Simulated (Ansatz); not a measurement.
`C=CC` and `C=C[CH2][GaH][Cl]` differ in one atom or group.

Ansatz, PBE0-D4/def2-TZVP geometries, multiplicity 1. Each molecule was computed in one conformer, which needn't be the lowest.

Scalar relativity is left out up to krypton.

```csv
property,`C=CC`
HOMO–LUMO gap (PBE/def2-TZVPP) / eV,5.64
HOMO energy (B3LYP/def2-TZVPP) / eV,-7.15
"ideal-gas entropy at 298 K and 1 bar (rigid rotor, harmonic PBE0-D4/def2-TZVP) / J/(mol·K)",264
HOMO–LUMO gap (PBE0/def2-TZVPP) / eV,7.82
HOMO energy (ωB97M-V/def2-TZVPP) / eV,-9.64
HOMO–LUMO gap (B3LYP/def2-TZVPP) / eV,7.35
```

**Question.** Give the same properties after the change, and the shifts. (Estimate.)

**Answer.** The calculation gave: 
```csv
property,`C=C[CH2][GaH][Cl]`,shift
HOMO–LUMO gap (PBE/def2-TZVPP) / eV,3.85,-1.79
HOMO energy (B3LYP/def2-TZVPP) / eV,-6.86,0.29
"ideal-gas entropy at 298 K and 1 bar (rigid rotor, harmonic PBE0-D4/def2-TZVP) / J/(mol·K)",374,110
HOMO–LUMO gap (PBE0/def2-TZVPP) / eV,5.69,-2.13
HOMO energy (ωB97M-V/def2-TZVPP) / eV,-9.18,0.46
HOMO–LUMO gap (B3LYP/def2-TZVPP) / eV,5.24,-2.11
```

With PBE0 the HOMO rises by 0.31 eV and the LUMO falls by 1.82 eV, so the gap narrows by about 2.13 eV. PBE moves the HOMO by 0.22 eV and ωB97M-V by 0.46 eV. The zero-point energy changes by -4.7 kJ/mol with +6 modes. Modes under 60 cm⁻¹, often nearly free rotors, make the harmonic entropy too high.

B3LYP here is the variant with VWN-RPA as its local correlation; programs differ in this.
